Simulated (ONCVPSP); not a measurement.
## Zr (Z = 40): ONCV pseudisation with PBEsol, fully relativistic reference atom.

ONCVPSP 4.0.1 input, shortened (lines: element, Z, core and valence counts, functional; n l f; lmax; l rc ep ncon nbas qcut; lloc lpopt rc5 dvloc0; l nproj debl; icmod fcfact rcfact), PBEsol, fully relativistic:

```
  Zr 40.00    6    4  -116133      upf
    1    0    2.00
    2    0    2.00
    2    1    6.00
    3    0    2.00
    3    1    6.00
    3    2   10.00
    4    0    2.00
    4    1    6.00
    4    2    2.00
    5    0    1.50
    2
    0    2.20    0.00    3    6    5.20
    1    2.30    0.00    5    8    6.90
    2    1.85    0.00    5    8    5.50
    2    5    1.85    0.00
    0    2    1.90
    1    2    3.60
    2    0    1.80
    0    0.00    0.00
```

Open shells are filled in proportion to 2j + 1.

All-electron outer shells of the reference configuration (PBEsol, scalar-relativistic, ld1.x):

| shell | level (eV) | outermost node (bohr) | outermost maximum (bohr) |
| --- | --- | --- | --- |
| 3d | -177.89 | – | 0.35 |
| 4s | -57.65 | 0.55 | 1.08 |
| 4p | -35.63 | 0.56 | 1.17 |
| 5s | -7.15 | 1.46 | 3.08 |
| 4d | -6.68 | 0.58 | 1.59 |

(1) Estimate the cutoffs (Ha) at which the residual kinetic energy of the hardest occupied pseudo-wave falls to 1 and 0.1 mHa per electron.

(2) Does the potential have ghost states?

(3) Which valence shell sets the plane-wave cutoff?

(4) Tests: 4s2 4p6 4d2 5s2; 4s2 4p6 4d2 5s1; 4s2 4p6 4d2 5s0; 4s2 4p6 4d1 5s2. Which has the largest error in its energy relative to the reference configuration, and how large is it?

Answers

(1) 15 Ha and 41 Ha.

(2) No bound ghost flagged; no localised positive-energy state flagged.

(3) 4d: 15 Ha for 1 mHa per electron, against 10 Ha for 4p.

(4) 4s2 4p6 4d2 5s0, with -4.0 meV (all-electron minus pseudo) on +17.19 eV.
